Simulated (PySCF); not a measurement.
C2H10ClNSi2, SMILES Cl[Si@@H](C[SiH3])NC.

Geometry optimised at PBE-D3(BJ)/def2-SVP. The structure was generated by enumeration; whether it is a known compound was not checked. Other conformers were not sampled.

Two levels are set side by side: TDA-PBE/def2-SVPD (PySCF) and TDA-B3LYP/def2-SVPD (PySCF). Vertical, same geometry. The lowest singlet is HOMO→LUMO 98 % with PBE and HOMO→LUMO 80 %, HOMO→LUMO+1 13 % with the other functional; states are paired by order. Differences are taken from unrounded values.

```
quantity                              TDA-B3LYP  TDA-PBE  TDA-PBE minus TDA-B3LYP
------------------------------------  ---------  -------  -----------------------
lowest singlet excitation (eV)             6.10     5.46                    -0.64
lowest triplet excitation (TDA) (eV)       5.85     5.34                    -0.51
```

A lower first singlet is the usual sign of a functional without exact exchange. Differences between two approximate levels are no errors against the true value.

Rough cost on one machine, each run with all the roots and properties that it gave: TDA-B3LYP against TDA-PBE within a factor of 2.
